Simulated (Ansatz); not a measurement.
Ansatz (a program for electronic structure) input (RPA@PBE/def2-TZVPP):

Ansatz 0.2 input:
```yaml
crystal:
  periodic: [false, false, false]
  atoms:
    - {symbol: Ag, position_ang: [-0.00000000, -0.00000000, -1.43375140]}
    - {symbol: I, position_ang: [0.00000000, 0.00000000, 1.27143992]}
basis:
  gaussian:
    orbitals: def2-TZVPP
hamiltonian:
  xc: pbe
total_charge: 1
magnetization: {spin_polarized: true, initial_magnetization: 1}
correlation: {method: rpa, electrons: outside_noble_gas}
```

End of the output:

```
integrals: 0.08 GiB planned
875 factors; integrals over basis functions are off by at most 5.1e-4 eV
mean field: 0.32 GiB planned
mean field evaluation 1: about -12083.6034 eV, gradient 5.6e1 eV
mean field evaluation 2: about -12083.6000 eV, gradient 5.6e1 eV
mean field evaluation 4: about -12092.0569 eV, gradient 1.5e1 eV
mean field evaluation 8: about -12093.0630 eV, gradient 3.6e0 eV
mean field evaluation 16: about -12093.1316 eV, gradient 2.1e-2 eV
mean field evaluation 32: about -12092.2107 eV, gradient 2.1e-3 eV
mean field evaluation 64: about -12093.1157 eV, gradient 1.2e0 eV
mean field evaluation 96: about -12023.9565 eV, gradient 5.6e1 eV
mean field -12093.13161428 eV, -444.4143898059 hartree, gradient 2.5e-6 eV, S^2 0.753215; 7 other end points of the search recorded, 0 dependent functions left out
13 core orbitals not correlated
reference -12041.67387195 eV, -442.5233526546 hartree; 9, 8 occupied and 84, 85 virtual orbitals, 875 factors
Total energy: -12060.60847893 eV, -443.2191866265 hartree
```

The spin state was set by rule; other spins were not relaxed.
